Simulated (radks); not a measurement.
Spherical quantum dot in the effective-mass picture: electrons in a well V = -V0 / (1 + exp((r - R)/a)) with V0 = 5.69, R = 8.38, a = 0.32, all in effective atomic units (hartree* = m*/eps^2 hartree, bohr* = eps/m* bohr), one dielectric constant everywhere. Calculated with a radial shooting solver with Libxc functionals: non-relativistic Kohn-Sham, PBEsol, spin-polarised, spherical densities. Levels are named by radial order and angular momentum (1s, 1p, 1d, 2s, ...), and open shells are averaged over m.

N = 7, configuration 1s2 1p(up 3, down 2). This is the lowest configuration that the search found. Occupied levels:

level,occupation,eigenvalue (hartree*),<r> (bohr*)
1s up,1,-4.5899,5.308
1s down,1,-4.5808,5.291
1p up,3,-4.5472,5.549
1p down,2,-4.5378,5.542

Energy (hartree*): total -35.6472, kinetic 0.93186, external -39.581, Hartree 4.0802, exchange-correlation -1.0777.

Electron density:

r (bohr*),n(r) (e/bohr*^3)
0.787,0.0007232
1.63,0.001186
2.48,0.002079
3.32,0.003435
4.17,0.005027
5.01,0.006102
5.86,0.005534
6.70,0.003052
7.55,0.0006394
8.39,0.00002177
9.24,1.219e-07
